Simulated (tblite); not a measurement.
Input of a run (GFN2-xTB geometry optimisation, gas phase (tblite 0.8.0)), started from a force field or distance geometry:
```
{"job": {"kind": "relax", "xc": "GFN2-xTB", "basis": "xTB"}, "charge": 0, "multiplicity": 1}
C     -2.459900     1.089500    -0.013900
C     -1.819400    -0.037100     0.205100
C     -1.111000    -0.823900    -0.822200
C      0.370700    -0.968300    -0.560800
C      1.013100     0.377700    -0.483100
C      2.483200     0.344700    -0.227800
Cl     3.421600    -0.527000    -1.446600
H     -2.952300     1.609400     0.837800
H     -2.514900     1.504400    -1.013200
H     -1.801400    -0.415000     1.256800
H     -1.273300    -0.317000    -1.792200
H     -1.521400    -1.877600    -0.832900
H      0.541300    -1.501500     0.393200
H      0.761300    -1.627500    -1.379900
H      0.878400     0.818600    -1.521700
H      0.485600     0.994900     0.281000
H      2.855200     1.410500    -0.224700
H      2.634500    -0.048600     0.804000
```

Output (eV, eV/Å):
```
step      E/eV     max force
  0    -624.89655    2.152
  1    -625.10736    0.708
  2    -625.14974    0.655
  3    -625.18695    0.446
  4    -625.20885    0.317
  5    -625.21814    0.240
  6    -625.22638    0.202
  7    -625.23003    0.179
  8    -625.23248    0.092
  9    -625.23381    0.080
 10    -625.23489    0.071
 11    -625.23573    0.080
 12    -625.23657    0.067
 13    -625.23751    0.088
 14    -625.23859    0.098
 15    -625.23963    0.088
 16    -625.24049    0.084
 17    -625.24118    0.063
 18    -625.24185    0.060
 19    -625.24254    0.072
 20    -625.24316    0.064
 21    -625.24361    0.047
 22    -625.24391    0.050
 23    -625.24415    0.047
 24    -625.24438    0.040
 25    -625.24461    0.040
 26    -625.24483    0.036
 27    -625.24502    0.035
 28    -625.24519    0.029
 29    -625.24534    0.029
 30    -625.24550    0.032
 31    -625.24565    0.033
 32    -625.24578    0.030
 33    -625.24590    0.021
 34    -625.24601    0.024
 35    -625.24614    0.024
 36    -625.24626    0.027
 37    -625.24639    0.026
 38    -625.24653    0.034
 39    -625.24669    0.032
 40    -625.24683    0.024
 41    -625.24694    0.028
 42    -625.24703    0.025
 43    -625.24712    0.027
 44    -625.24721    0.019
 45    -625.24728    0.018
 46    -625.24732    0.014
 47    -625.24736    0.017
 48    -625.24740    0.015
 49    -625.24743    0.012
 50    -625.24746    0.010
 51    -625.24748    0.012
 52    -625.24751    0.015
 53    -625.24754    0.013
 54    -625.24756    0.009
```

Question: Summarise the run.

Answer: The energy falls by 8.1 kcal/mol over 54 L-BFGS steps, the largest force on an atom goes from 2.15 to 0.009 eV/Å, and the atoms move by 0.093 Å rms after alignment. The bond that changes most is C5–H15 (chain CH2 carbon to methylene hydrogen), which shortens by 0.045 Å. Bonds longer at the end by more than 0.005 Å: 6 of 17; shorter: 11. Among the angles that change most is Cl7–C6–H18, from 113.1° to 106.5°. Among the dihedrals that turn most is C4–C5–C6–H18, from -67° to -52°. The energy never rose by more than 1e-5 eV on the way. The first step brought 60 % of the lowering.

Question: What are the final bond lengths?

Answer: C1=C2 1.320 Å, C2–C3 1.496 Å, C3–C4 1.532 Å, C4–C5 1.527 Å, C5–C6 1.518 Å, C6–Cl7 1.787 Å, C1–H8 1.077 Å, C1–H9 1.078 Å, C2–H10 1.083 Å, C3–H11 1.091 Å, C3–H12 1.094 Å, C4–H13 1.093 Å, C4–H14 1.091 Å, C5–H15 1.092 Å, C5–H16 1.093 Å, C6–H17 1.090 Å, C6–H18 1.090 Å. Numbering counts from 1 in the input's order; the species is `C=CCCCCCl` (6-chloro-1-hexene).

Time: 0.34 s of wall time. Hardware: one thread, Arm Neoverse V1 (aarch64), shared host.

Its GFN2-xTB frequencies are all real (lowest 37 cm⁻¹). One conformer, not necessarily the lowest. 3 starts were optimised and ended at 0.00, 0.43 and 0.44 kcal/mol (GFN2-xTB); the lowest of these is shown.

These are computed values.
